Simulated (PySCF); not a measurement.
C2Cl3, SMILES Cl[C]=C(Cl)Cl (connectivity only; charge and spin as stated), charge +1, multiplicity 1. Atoms are numbered in the order given.

```xyz
5

Cl     0.0000     0.0000    -2.4175
C      0.0000     0.0000    -0.8461
C      0.0000     0.0000     0.4661
Cl     0.0000    -1.4994     1.2758
Cl     0.0000     1.4994     1.2758
```
Charge +1, spin multiplicity 1.

Coordinates come from a B3LYP-D3(BJ)/def2-SVP optimisation. The spin state was assumed, not searched. The isomer is the one that the SMILES or the coordinates give; other isomers of the formula were not compared.

Calculation: CAM-B3LYP/def2-TZVP run with PySCF.

Symmetry labels are those of the subgroup C2v that the program uses (full group C2v).

List the valence orbital energies around the gap with their symmetry. (The exact figures need the calculation; the answer reports its results.)


```
orbital  symmetry  energy (eV)
-------  --------  -----------
HOMO−7         B2       -21.19
HOMO−6         B1       -20.55
HOMO−5         B2       -19.36
HOMO−4         B1       -18.58
HOMO−3         A1       -16.78
HOMO−2         A2       -16.52
HOMO−1         B2       -16.29
HOMO           B1       -14.76
LUMO           B2        -9.08
LUMO+1         B1        -5.78
LUMO+2         A1        -4.79
LUMO+3         A1        -3.68
```
